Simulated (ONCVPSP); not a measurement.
# Building the ONCV potential for Fe (Z = 26) (LDA (Perdew-Wang 92), scalar-relativistic).

```json
{
 "Element": "Fe",
 "Generator": "ONCVPSP 4.0.1",
 "Type": "optimised norm-conserving Vanderbilt (ONCV)",
 "Functional": "LDA (Perdew-Wang 92)",
 "Relativity": "scalar-relativistic",
 "Frozen core": "[Ne]",
 "Valence charge": "16",
 "Reference configuration": "3s2 3p6 3d6.5 4s1.5",
 "Partial waves": "3s+4s: rc 1.25 bohr, ncon 4, nbas 7, qcut 8.9 1/bohr, 2 projectors; 3p: rc 1.25 bohr, ncon 4, nbas 8, qcut 13.6 1/bohr, 3 projectors, debl 2 Ha; 3d: rc 1.45 bohr, ncon 4, nbas 9, qcut 12.9 1/bohr, 2 projectors, debl 1.7 Ha",
 "Local potential": "polynomial inside 0.80 bohr (lpopt 3, dvloc0 2 Ha)",
 "Core correction": "polynomial model core, fcfact 0.5"
}
```

In the p channel the program set the typed energies aside and used -2.115, 0.250, 2.250 Ha.

All-electron outer shells of the reference configuration (LDA (PZ), scalar-relativistic, ld1.x):

```tsv
shell	level (eV)	outermost node (bohr)	outermost maximum (bohr)
2p	-695.26	–	0.18
3s	-91.06	0.33	0.70
3p	-57.55	0.30	0.72
3d	-5.73	–	0.72
4s	-4.95	1.01	2.44
```

**Question.** Estimate the cutoffs (Ha) at which the residual kinetic energy of the hardest occupied pseudo-wave falls to 1 and 0.1 mHa per electron.

**Answer.** 55 Ha and 63 Ha.

**Question.** Does the potential have ghost states?

**Answer.** No bound ghost flagged; no localised positive-energy state flagged.

**Question.** Which valence shell sets the plane-wave cutoff?

**Answer.** 3d: 55 Ha for 1 mHa per electron, against 35 Ha for 3p.

**Question.** Tests: 3s2 3p6 3d6 4s2; 3s2 3p6 3d6 4s1; 3s2 3p6 3d6 4s0; 3s2 3p6 3d7 4s1. Which has the largest error in its energy relative to the reference configuration, and how large is it?

**Answer.** 3s2 3p6 3d6 4s2, with +3.6 meV (all-electron minus pseudo) on +0.75 eV.
